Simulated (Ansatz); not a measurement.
MoN2O2H4⁺, that is MoO2(NH2)2 with one electron fewer. The state is a doublet with charge 1. Geometry PBE0-D4/def2-SVP, that of the neutral singlet.

```xyz
9

Mo   -0.484   -0.389   -0.204
O    -1.215   -0.214   -1.708
O    -1.097   -1.643    0.732
N    -0.745    1.255    0.771
H    -0.825    1.313    1.782
H    -0.895    2.160    0.335
N     1.390   -0.737   -0.499
H     1.901   -0.449   -1.328
H     1.971   -1.296    0.119
```

In the def2 sets Mo takes a core potential; there is no spin–orbit coupling. LC-ωPBE has ω = 0.4 bohr⁻¹. B3LYP takes the VWN-RPA correlation. At HF/def2-TZVP the charge 1 doublet is spin-contaminated (final ⟨S²⟩ up to 1.57, 0.75 for a pure state).

(1) Estimate the α-spin orbital energies around the gap (eV) in Ansatz with HF/def2-TZVP, PBE-D4/def2-TZVP, revPBE-D4/def2-TZVP, B3LYP-D4/def2-TZVP, LC-ωPBE/def2-TZVP.

## Answers

(1) 
| orbital | HF/def2-TZVP | PBE-D4/def2-TZVP | revPBE-D4/def2-TZVP | B3LYP-D4/def2-TZVP | LC-ωPBE/def2-TZVP |
| --- | --- | --- | --- | --- | --- |
| HOMO−9 | -23.86 | -17.32 | -17.25 | -18.88 | -22.29 |
| HOMO−8 | -23.75 | -17.30 | -17.24 | -18.87 | -22.25 |
| HOMO−7 | -22.36 | -15.64 | -15.56 | -17.11 | -20.64 |
| HOMO−6 | -21.51 | -15.31 | -15.23 | -16.66 | -19.83 |
| HOMO−5 | -21.50 | -15.11 | -15.03 | -16.57 | -19.68 |
| HOMO−4 | -21.24 | -15.07 | -14.98 | -16.28 | -19.39 |
| HOMO−3 | -21.20 | -14.26 | -14.19 | -15.72 | -19.25 |
| HOMO−2 | -20.25 | -13.51 | -13.44 | -14.76 | -17.72 |
| HOMO−1 | -19.32 | -13.49 | -13.40 | -14.76 | -17.68 |
| HOMO | -18.68 | -12.73 | -12.65 | -14.00 | -16.81 |
| LUMO | -2.86 | -8.51 | -8.42 | -7.85 | -5.12 |
| LUMO+1 | -2.43 | -8.44 | -8.35 | -7.80 | -5.02 |
| LUMO+2 | -2.26 | -7.21 | -7.12 | -6.55 | -3.78 |
| LUMO+3 | -1.89 | -6.32 | -6.18 | -5.72 | -3.12 |
| LUMO+4 | -1.46 | -5.91 | -5.83 | -5.45 | -3.05 |
| LUMO+5 | -1.20 | -5.39 | -5.29 | -4.82 | -2.15 |
| β HOMO | -15.65 | -12.69 | -12.61 | -13.82 | -16.15 |
| β LUMO | -6.11 | -12.37 | -12.26 | -11.78 | -9.54 |
